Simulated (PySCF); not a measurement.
Constitutional and geometric isomers with formula C3H3Cl. Isolated molecules, 0 K electronic values unless said otherwise. Strings in code marks are SMILES.

The numbers are results of TPSSh-D3(BJ)/def2-TZVP // B3LYP-D3(BJ)/def2-TZVP in PySCF, not measurements. All candidates: neutral, multiplicity 1. Delta-SCF ions had no search for a lower state. Excitations are Tamm–Dancoff values on a coarser integration grid. The basis has no diffuse functions, so Rydberg states are missing or too high.

The T1 excitation (TDA) is 4.33 eV and the HOMO–LUMO gap is 5.48 eV. The vertical ionisation energy (Delta-SCF) is 9.45 eV.

Q: Which member has these values?
A) `C#CCCl`
B) `ClC1=CC1`
C) `C=C=CCl`

A: C, `C=C=CCl`. The others give `C#CCCl`: 4.99 eV, 6.53 eV, 10.21 eV; `ClC1=CC1`: 4.16 eV, 6.08 eV, 9.37 eV
